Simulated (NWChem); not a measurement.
Species: C$_{3}$H$_{9}$Si cation

```xyz
13

C      1.8306     0.2235    -0.0005
Si    -0.0001     0.0000     0.0004
C     -0.7218    -1.6973     0.0001
C     -1.1088     1.4738     0.0004
H      2.3741    -0.7251    -0.0302
H      2.1388     0.7820     0.8959
H      2.1350     0.8386    -0.8598
H     -0.3786    -2.2498    -0.8871
H     -1.8153    -1.6936     0.0144
H     -0.3542    -2.2622     0.8693
H     -1.7465     1.4610    -0.8962
H     -1.7938     1.4306     0.8595
H     -0.5588     2.4186     0.0293
```
Atoms are numbered in this order, from 1.

Coordinates come from a B3LYP/6-31G* (spherical d) optimisation.

Problem. List the 4 lowest vertical singlet excitations from CAM-B3LYP/6-31G* (spherical d), TDA (NWChem).

Solution. 
| state | energy (eV) | oscillator strength | leading excitation (squared amplitude) |
|---|---|---|---|
| S1 | 5.58 | 0.000 | HOMO → LUMO (0.99) |
| S2 | 5.58 | 0.000 | HOMO−1 → LUMO (0.99) |
| S3 | 7.67 | 0.007 | HOMO−2 → LUMO (0.99) |
| S4 | 8.15 | 0.084 | HOMO−4 → LUMO (0.53) |
